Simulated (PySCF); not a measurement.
Static response to an electric field

Compound: C5H5ClN2S.
Structure used (GFN2-xTB), in Å, numbered top down from 1:
```xyz
14
C5H5ClN2S angstrom
Cl     4.2210   -1.0469   -1.2265
C      2.8047   -0.3057   -0.6968
N      2.7571    0.8546   -0.1503
N      1.5357    1.2343    0.1779
C      0.6094    0.3853   -0.1020
C     -0.8017    0.6048    0.1643
C     -1.6847   -0.5546    0.5585
C     -1.8375    0.0585   -0.7885
S      1.2298   -1.0802   -0.8584
H     -0.9857    1.5670    0.6236
H     -1.2241   -1.5283    0.6302
H     -2.4418   -0.3698    1.3043
H     -2.7014    0.6729   -0.9876
H     -1.4815   -0.4923   -1.6460
```

Level: B3LYP/def2-SVPD (PySCF), static field, nuclei fixed, core orbitals frozen in the response. The polarisability tensor in these axes (au):

```
x   141.75  -5.55 -11.39
y    -5.55  91.59  10.35
z   -11.39  10.35  77.12
```

Give the principal values, the mean and the anisotropy Δα = √{½[(α1 − α2)² + (α2 − α3)² + (α1 − α3)²]}.

Principal values 70.88, 94.88 and 144.70 au; mean 103.49 au = 15.34 Å³ = 17.06 × 10⁻⁴⁰ C²·m²/J; Δα = 65.22 au (63 % of the mean).

What is the dipole moment, and where does it point?

(-3.41, -2.05, -0.55) D, 4.01 D in size, pointing from the negative to the positive side. Measured along this direction, the outermost atoms are Cl1 at the negative end and H12 and H13 at the positive end.

What molar refraction does this α imply?

Lorentz–Lorenz: R = (4π/3)N_A α = 2.5225 cm³/(mol·Å³) × 15.34 Å³ = 38.7 cm³/mol, in the limit of long wavelengths.

Give the eigenvalues of the traceless quadrupole moment Θ = ½Σq(3rr − r²1), origin at the centre of nuclear charge.

-11.01, -0.57, 11.58 D·Å. The values depend on the origin, since the dipole doesn't vanish. The electronic extent ⟨r²⟩ about the same centre is 1784 bohr², a root-mean-square distance of 2.47 Å for the 82 electrons.

Form Σ f/ω² (atomic units) for the 8 lowest TDDFT singlets, given as eV and f, and set it beside the mean polarisability, which is this sum over all singlets: 4.50, 0.0001; 5.15, 0.2619; 5.49, 0.0001; 5.69, 0.0020; 5.99, 0.0012; 6.27, 0.0185; 6.31, 0.0024; 6.38, 0.0012.

They add up to 7.81 au, 7.5 % of the 103.49 au; the largest single term is 7.32 au, from the state at 5.15 eV. Terms in order: 0.00, 7.32, 0.00, 0.05, 0.03, 0.35, 0.04, 0.02 au. Higher excitations give the rest. The strengths listed sum to 0.287.

Geometry: GFN2-xTB, one conformer, isolated molecule.
